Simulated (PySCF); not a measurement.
# Two-component Hartree-Fock for F³⁺ (fluorine, charge +3)

Start: [He] 2s2 2p2; 2p1/2 filled at m_j = -1/2, +1/2. Calculated with PySCF 2.14 in x2c-TZVPPall-2c (5s3p2d1f, 31 functions): generalised Hartree-Fock with the X2C-1e Hamiltonian and a Gaussian nucleus; one run each with spin-orbit coupling (SO) switched off, then screened by Boettger's factors.

```tsv
spinor shell	electrons	ε, spin-free (eV)	ε, screened SO (eV)	weight of nominal j (screened SO)	rms radius, screened SO (bohr)
1s1/2	2	-796.42	-796.41	1.000	0.203
2s1/2	2	-102.23	-102.23	1.000	0.958
2p1/2	2	-88.016	-88.030	0.507	0.907
```

| quantity | spin-free | screened SO |
| --- | --- | --- |
| E (hartree) | -95.40618 | -95.40734 |
| M_J | 0 | 0 |
| ⟨J²⟩ | 2.003 | 1.973 |
| ⟨L²⟩ | 2.001 | 2.001 |
| ⟨S²⟩ | 2.002 | 2.002 |

The determinant has a definite M_J but mixes levels of different J.

Each row is a mean over spinors that exchange with the open shell spreads, by up to 12.069 eV (2s1/2).

Rows whose weight is well below 1 are mixtures of j = l ± 1/2: exchange outweighs spin-orbit coupling there, and the label is only the starting occupation.

Without spin-orbit coupling the j labels of p, d and f shells carry no meaning; the spin-free column gives the mean over the occupied spinors of each nl shell.
